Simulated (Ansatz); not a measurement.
`C[O][Al]([F])[Cl]` + H₂O → `C[O][Al]([OH])[F]` + HCl at 500 K and 1 bar (formal hydrolysis of the Al–Cl bond).

Computed with Ansatz on PBE0-D4/def2-TZVP structures; ΔE is electronic, products minus reactants. CBS: MP2 limit from def2 TZ/QZ plus the TZ coupled-cluster correction, frozen cores. This one scheme is used for every species. One conformer a species, not always the lowest.

| species | CCSD(T)/CBS energy (Eh) | H − E (kJ/mol) | S (J/(mol·K)) |
| --- | --- | --- | --- |
| `C[O][Al]([F])[Cl]` | -916.81237 | 164.6 | 411.5 |
| H₂O | -76.37941 | 73.2 | 206.3 |
| `C[O][Al]([OH])[F]` | -532.79990 | 199.2 | 412.8 |
| HCl | -460.38127 | 32.5 | 201.9 |

H − E and S are ideal-gas, rigid-rotor, harmonic terms from PBE0-D4/def2-TZVP, for one conformer and one mirror image of each species. 1 Eh = 2625.50 kJ/mol, R = 8.31446 J/(mol·K).

Q: By hand: ΔE, ΔH, ΔS and ΔG.

A: ΔE = (-532.79990) + (-460.38127) − (-916.81237) − (-76.37941) = 0.01061 Eh = 27.9 kJ/mol. Δ(H − E) = 199.2 + 32.5 − 164.6 − 73.2 = -6.1, so ΔH = 21.8 kJ/mol. ΔS = 412.8 + 201.9 − 411.5 − 206.3 = -3.1 J/(mol·K). ΔG = 21.8 − 500 × (-3.1)/1000 = 23.4 kJ/mol.

Q: By hand: the equilibrium constant, and the temperature at which ΔG would vanish if ΔH and ΔS stayed fixed.

A: log₁₀ K = −ΔG/(RT ln 10) = -2.4. ΔH and −TΔS have one sign here, so there is no such temperature.

The number of gas molecules stays the same, so ΔS is small and ΔH decides. A doubt of 5 kJ/mol in ΔE shifts log₁₀ K by 0.5 here. Other conformers and mirror images would add mixing entropy, several J/(mol·K) or more a flexible species. These are equilibria of isolated gas molecules and say nothing of rates. Largest T1 diagnostic: 0.012 (customary marks: 0.02 for closed shells, 0.045 for open ones).

ΔS is within the doubt of such terms, so its sign, and with it that verdict, could turn.
